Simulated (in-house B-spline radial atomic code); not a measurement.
Relativistic effects in Sb VII (Sb6+), [Kr] 4d9: non-relativistic Hartree-Fock (point nucleus) against Dirac-Hartree-Fock (Fermi nucleus of rms radius 4.6802 fm), both averages of the configuration, computed with a B-spline radial code for spherical atoms.

| orbital | ε NR (Eh) | ε Dirac (Eh) | <r> NR (bohr) | <r> Dirac (bohr) | change of <r> (%) |
| --- | --- | --- | --- | --- | --- |
| 1s1/2 | -1088.6 | -1130.1 | 0.02982 | 0.02841 | -4.7 |
| 2s1/2 | -167.74 | -177.96 | 0.1285 | 0.122 | -5.0 |
| 2p1/2 | -156.99 | -166.2 | 0.1097 | 0.1034 | -5.8 |
| 2p3/2 | -156.99 | -156.9 | 0.1097 | 0.1088 | -0.9 |
| 3s1/2 | -36.582 | -38.769 | 0.3419 | 0.3285 | -3.9 |
| 3p1/2 | -32.056 | -33.923 | 0.3332 | 0.3196 | -4.1 |
| 3p3/2 | -32.056 | -32.158 | 0.3332 | 0.3305 | -0.8 |
| 3d3/2 | -23.752 | -23.698 | 0.3047 | 0.3025 | -0.7 |
| 3d5/2 | -23.752 | -23.336 | 0.3047 | 0.306 | +0.4 |
| 4s1/2 | -8.8906 | -9.3457 | 0.8155 | 0.7883 | -3.3 |
| 4p1/2 | -7.2578 | -7.6125 | 0.8549 | 0.826 | -3.4 |
| 4p3/2 | -7.2578 | -7.276 | 0.8549 | 0.8508 | -0.5 |
| 4d3/2 | -4.4914 | ? | 0.9692 | ? | ? |
| 4d5/2 | -4.4914 | ? | 0.9692 | ? | ? |

**Question.** What happens to 4d3/2?

**Answer.** Its energy goes to -4.4782 hartree and <r> to 0.9676 bohr (-0.17 %).

**Question.** What happens to 4d5/2?

**Answer.** Its energy goes to -4.426 hartree and <r> to 0.978 bohr (+0.90 %).

**Question.** What explains the pattern of contraction and expansion?

**Answer.** Expansion is seen in 3d5/2, 4d5/2. The s and p1/2 orbitals contract directly, screen the nucleus better, and so push out orbitals that have little density near the nucleus; spin-orbit coupling adds to this for j = l + 1/2 and opposes it for j = l - 1/2.

**Question.** By how much does the total energy change?

**Answer.** By -167.01 hartree, from -6304.672 to -6471.678.
